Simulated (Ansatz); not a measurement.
GeH$_{12}$Si$_{4}$ (`[SiH3][SiH2][GeH2][SiH2][SiH3]`) at its PBE0-D4/def2-TZVP geometry, where that method's forces vanish. The species carries charge 0 and has multiplicity 1.

| atom | x (Å) | y (Å) | z (Å) |
| --- | --- | --- | --- |
| Si1 | 0.500 | -2.082 | -1.590 |
| Si2 | -0.839 | -0.180 | -1.814 |
| Ge3 | -1.841 | 0.329 | 0.287 |
| Si4 | -0.152 | 0.356 | 1.966 |
| Si5 | 1.621 | 1.705 | 1.261 |
| H6 | -0.328 | -3.228 | -1.125 |
| H7 | 1.148 | -2.450 | -2.877 |
| H8 | 1.559 | -1.825 | -0.577 |
| H9 | -1.881 | -0.398 | -2.855 |
| H10 | 0.005 | 0.975 | -2.231 |
| H11 | -2.537 | 1.702 | 0.226 |
| H12 | -2.908 | -0.730 | 0.623 |
| H13 | 0.335 | -1.037 | 2.172 |
| H14 | -0.701 | 0.855 | 3.258 |
| H15 | 2.173 | 1.169 | -0.013 |
| H16 | 2.711 | 1.750 | 2.272 |
| H17 | 1.134 | 3.090 | 1.017 |

**Question.** For each bond, give half the difference of the two atoms' forces along it (eV/Å; positive pushes the atoms apart) under PBE-D4, r2SCAN-D4, B3LYP-D4, ωB97M-V in def2-TZVPP. (Estimate.)

**Answer.** The calculation gave: 
```json
{"bond": "Si1–Si2", "length (Å)": "2.337", "PBE-D4": "-0.07", "r2SCAN-D4": "0.02", "B3LYP-D4": "0.12", "ωB97M-V": "0.09"}
{"bond": "Si1–H6", "length (Å)": "1.488", "PBE-D4": "0.09", "r2SCAN-D4": "-0.02", "B3LYP-D4": "-0.06", "ωB97M-V": "-0.10"}
{"bond": "Si1–H7", "length (Å)": "1.488", "PBE-D4": "0.09", "r2SCAN-D4": "-0.02", "B3LYP-D4": "-0.07", "ωB97M-V": "-0.11"}
{"bond": "Si1–H8", "length (Å)": "1.488", "PBE-D4": "0.09", "r2SCAN-D4": "-0.02", "B3LYP-D4": "-0.08", "ωB97M-V": "-0.09"}
{"bond": "Si2–Ge3", "length (Å)": "2.382", "PBE-D4": "-0.04", "r2SCAN-D4": "0.00", "B3LYP-D4": "0.09", "ωB97M-V": "0.03"}
{"bond": "Si2–H9", "length (Å)": "1.490", "PBE-D4": "0.10", "r2SCAN-D4": "-0.02", "B3LYP-D4": "-0.11", "ωB97M-V": "-0.12"}
{"bond": "Si2–H10", "length (Å)": "1.490", "PBE-D4": "0.10", "r2SCAN-D4": "-0.01", "B3LYP-D4": "-0.10", "ωB97M-V": "-0.10"}
{"bond": "Ge3–Si4", "length (Å)": "2.382", "PBE-D4": "-0.04", "r2SCAN-D4": "0.00", "B3LYP-D4": "0.09", "ωB97M-V": "0.03"}
{"bond": "Ge3–H11", "length (Å)": "1.540", "PBE-D4": "0.10", "r2SCAN-D4": "-0.03", "B3LYP-D4": "-0.01", "ωB97M-V": "-0.06"}
{"bond": "Ge3–H12", "length (Å)": "1.540", "PBE-D4": "0.10", "r2SCAN-D4": "-0.03", "B3LYP-D4": "-0.01", "ωB97M-V": "-0.06"}
{"bond": "Si4–Si5", "length (Å)": "2.337", "PBE-D4": "-0.07", "r2SCAN-D4": "0.02", "B3LYP-D4": "0.12", "ωB97M-V": "0.09"}
{"bond": "Si4–H14", "length (Å)": "1.490", "PBE-D4": "0.10", "r2SCAN-D4": "-0.01", "B3LYP-D4": "-0.11", "ωB97M-V": "-0.12"}
{"bond": "Si5–H15", "length (Å)": "1.488", "PBE-D4": "0.09", "r2SCAN-D4": "-0.02", "B3LYP-D4": "-0.08", "ωB97M-V": "-0.09"}
{"bond": "Si5–H16", "length (Å)": "1.488", "PBE-D4": "0.09", "r2SCAN-D4": "-0.02", "B3LYP-D4": "-0.07", "ωB97M-V": "-0.11"}
```

B3LYP here is the variant with VWN-RPA as its local correlation; programs differ in this.

Program: Ansatz 0.2.0.
